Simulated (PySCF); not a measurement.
Si(H)2(Me)(OMe) (C2H8OSi), SMILES CO[SiH2]C.

Geometry: PBE0-D3(BJ)/def2-SVP. One conformer was computed; it need not be the lowest.

Two levels are set side by side: TDA-PBE/def2-SVPD (PySCF) and TDA-M06-2X/def2-SVPD (PySCF). Vertical, same geometry. The lowest singlet is HOMO→LUMO 99 % with PBE and HOMO→LUMO+1 43 %, HOMO→LUMO 25 %, HOMO→LUMO+2 21 % with the other functional; states are paired by order. Differences are taken from unrounded values.

```tsv
quantity	TDA-M06-2X
lowest singlet excitation (eV)	7.45
lowest triplet excitation (TDA) (eV)	7.16
first bright state (f over 0.05) (eV)	8.56
its oscillator strength	0.09
```

Q: What does TDA-PBE give, and how far is it from TDA-M06-2X? (The exact figures need the calculation; the answer reports its results.)

A: 
```tsv
quantity	TDA-PBE	TDA-PBE minus TDA-M06-2X
lowest singlet excitation (eV)	6.34	-1.12
lowest triplet excitation (TDA) (eV)	6.11	-1.06
first bright state (f over 0.05) (eV)	7.72	-0.85
its oscillator strength	0.06	-0.03
```

Functionals without exact exchange tend to place singlet excitations lower, as here. Differences between two approximate levels are no errors against the true value.

Rough cost on one machine, each run with all the roots and properties that it gave: TDA-M06-2X against TDA-PBE about 9 times.
